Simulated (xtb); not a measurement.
xtb input:

```bash
xtb mol.xyz --gfn 1 --opt tight --chrg 0 --uhf 0
```
mol.xyz:
```
6

C      1.36656412    -0.18415937    -0.09598662
C      0.06593869    -0.00888596    -0.00463149
F     -0.83029842    -0.97785241     0.07898218
F     -0.54605565     1.16333108     0.01769207
H      2.01907743     0.67097753    -0.15970021
H      1.77309228    -1.18201362    -0.10665944
```

Task: Which total energy does the run end on?

Result: -15.56053 Eh (GFN1-xTB).
